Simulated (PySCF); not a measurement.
A GIAO shielding run with PySCF 2.14 (density fitting, scalar relativity only through the core potential, gas phase) on `[O]=[Ru-2](=[O])([Cl])([Cl])([Cl])[Cl]`, [Cl4O2Ru]2-:

```
{"job": {"kind": "nmr", "xc": "wB97X-D", "basis": {"default": "pcSseg-1", "Ru": "def2-TZVP"}, "pop": false}, "charge": -2, "multiplicity": 1}
Ru     0.000435    -0.000375     0.000158
O     -0.015571    -0.009620     1.693367
O      0.013572     0.010946    -1.693061
Cl     2.436321     0.005418     0.019628
Cl    -2.436074    -0.006288    -0.019983
Cl    -0.005651     2.436196     0.014294
Cl     0.006967    -2.436278    -0.014413
```

Hardware: 1 thread of an Arm Neoverse V1, shared host.

Q: How large is the calculation?

A: 102 electrons, 170 basis functions and 1029 auxiliary functions.

Q: How long does it take?

A: 44 s of wall time, with 18 SCF cycles and 9 response iterations. Times on a shared host scatter by some tens of per cent.

Q: And these other runs on the same molecule and hardware: GIAO shielding at PBE0/pcSseg-1 (def2-TZVP on Ru)?

A: PBE0/pcSseg-1 (def2-TZVP on Ru): 170 functions, 28 s.
